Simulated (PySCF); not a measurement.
(3Z)-hexa-1,3-dien-5-yne (C6H6), SMILES C(#C)/C=C\C=C.

Geometry: B3LYP-D3(BJ)/def2-SVP. Other conformers were not sampled.

Calculation: B3LYP/def2-TZVP run with PySCF.

Gas-phase values at a fixed geometry.

Q: Estimate the frontier levels, gap, dipole moment and polarisability. (An estimate is asked for; the answer gives what the named calculation found.)

A: 
```yaml
highest_occupied_level: -6.36 eV
lowest_empty_level: -1.79 eV
orbital_gap: 4.57 eV
dipole_moment: 0.56 D
quadrupole, principal values (traceless, Buckingham form, about the centre of nuclear charge): -8.54, 0.51, 8.03 D·Å
mean_static_polarisability: 80.8 bohr³ (11.97 Å³)
polarisability_principal_values: 40.6, 68.3, 133.4 bohr³
```
